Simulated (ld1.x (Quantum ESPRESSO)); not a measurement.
# What one change does to a pseudopotential (Mn (Z = 25), TM)

ld1.x (Quantum ESPRESSO) 7.5 input, shortened:

```
&input
   title='Mn', zed=25., rel=1, dft='PBESOL', iswitch=3,
   config='[Ar] 3d5 4s0 4p0'
 /
 &inputp
   pseudotype=2, tm=.true., lloc=1,
   nlcc=.false.
 /
3
3S  1  0   2.00   0.00  1.30  1.30  0.0
3D  3  2   5.00   0.00  1.20  1.20  0.0
3P  2  1   6.00   0.00  0.90  0.90  0.0
 &test
   configts(1)='3s2 3p6 3d5 4s0 4p0'
 /
```

All-electron outer shells of the reference configuration (PBEsol, scalar-relativistic, ld1.x):

```csv
shell,level (eV),outermost node (bohr),outermost maximum (bohr)
2p,-647.32,–,0.19
3s,-103.42,0.34,0.74
3p,-72.27,0.31,0.75
3d,-24.28,–,0.76
4s,-19.23,1.05,2.24
4p,-13.67,1.14,2.67
```

Change: all radii scaled by about 1.15 (s 1.48, p 1.04, d 1.38 bohr).

Cutoffs: the cutoffs (Ry, on a coarse ladder) from which the occupation-weighted sum of valence levels, in a spherical-Bessel basis at the reference potential, stays within 10 and 1 mRy of its value at 400 Ry; they do not see the model core or the augmentation charge, which bear on the density cutoff. Errors are all-electron minus pseudo energies relative to the spin-unpolarised reference configuration.

Q: What does the change do?

A: The potential gets softer (140 Ry and 230 Ry → 120 Ry and 180 Ry); of the 7 tests that both files solve, the error grows in 6 and shrinks in 0 by more than 15 % and 0.3 meV (median size 448.4 → 739.0 meV); neither file shows a bound ghost. A larger radius leaves more room for a smooth pseudo-wave, so fewer plane waves are needed. More of the atom is replaced by a form fitted at one configuration, so other configurations suffer.

```csv
quantity,base,changed
"cutoff, loose",140 Ry,120 Ry
"cutoff, tight",230 Ry,180 Ry
loose cutoff by channel (10 mRy a level),"s 50 Ry, d 120 Ry, p 80 Ry","s 35 Ry, d 100 Ry, p 50 Ry"
bound ghosts,none,none
"error for 3s2 3p6 3d5 4s2 4p0, meV [ΔE -23.94 eV]",+521,+858
"error for 3s2 3p6 3d5 4s1 4p0, meV [ΔE -15.51 eV]",+342,+565
"error for 3s2 3p6 3d4 4s0 4p0, meV [ΔE 32.48 eV]",+8.9,+18
"error for 3s2 3p6 3d6 4s0 4p0, meV [ΔE -17.17 eV]",-0.2,-0.1
"error for 3s2 3p6 3d4 4s2 4p1, meV [ΔE -16.12 eV]",+816,+1336
"error for 3s2 3p5 3d5 4s2 4p0, meV [ΔE 37.93 eV]",+964,+1581
"error for 3s2 3p6 3d5 4s1.5 4p0, meV [ΔE -20.57 eV]",+448,+739
```
